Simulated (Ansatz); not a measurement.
Reactions of `CO[SiH2]N[SiH2]F`.

Calculated with Ansatz (gas phase, PBE0-D4/def2-TZVP geometries, no zero-point term in ΔE). CBS: MP2 limit from def2 TZ/QZ plus the TZ coupled-cluster correction, frozen cores. This one scheme is used for every species. DFT in def2-TZVPP. B3LYP here is the variant with VWN-RPA as its local correlation; programs differ in this. Each species was taken in one conformer, which may not be the lowest.

```tsv
reaction	B3LYP-D4 (kcal/mol)	r2SCAN-D4 (kcal/mol)	CCSD(T)/CBS(def2) (kcal/mol)
`CO[SiH2]N[SiH2]F` + `O[SiH](O)F` → `CO[SiH2]O[SiH](O)F` + `N[SiH2]F`	-15.3	-14.7	-14.7
`CO[SiH2]N[SiH2]F` + `CO[SiH](F)S` → `CO[SiH](F)S[SiH2]F` + `CO[SiH2]N`	0.9	-0.1	1.2
`CO[SiH2]N[SiH2]F` + H₂S → `CO[SiH2]S` + `N[SiH2]F`	2.3	1.1	2.3
`CO[SiH2]N[SiH2]F` + `OCO` → `OCO[SiH2]F` + `CO[SiH2]N`	-7.4	-7.2	-6.7
`CO[SiH2]N[SiH2]F` + `OBS` → `F[SiH2]OBS` + `CO[SiH2]N`	-8.4	-7.3	-7.4
`CO[SiH2]N[SiH2]F` + `N[SiH3]` → `F[SiH2]N[SiH3]` + `CO[SiH2]N`	-1.2	-1.0	-1.2
`CO[SiH2]N[SiH2]F` + `F[SiH](F)S` → `CO[SiH2]S[SiH](F)F` + `N[SiH2]F`	-1.0	-1.7	-0.6
`CO[SiH2]N[SiH2]F` + `O[SiH](O)O` → `CO[SiH2]O[SiH](O)O` + `N[SiH2]F`	-15.4	-14.8	-14.7
`CO[SiH2]N[SiH2]F` + `F[SiH](F)S[SiH3]` → `CO[SiH2]S[SiH](F)F` + `F[SiH2]N[SiH3]`	1.5	1.9	1.9
`CO[SiH2]N[SiH2]F` + CH₃OH → `CO[SiH2]F` + `CO[SiH2]N`	-9.4	-9.2	-8.7
```

Largest T1 diagnostic: 0.013, for `OBS`.
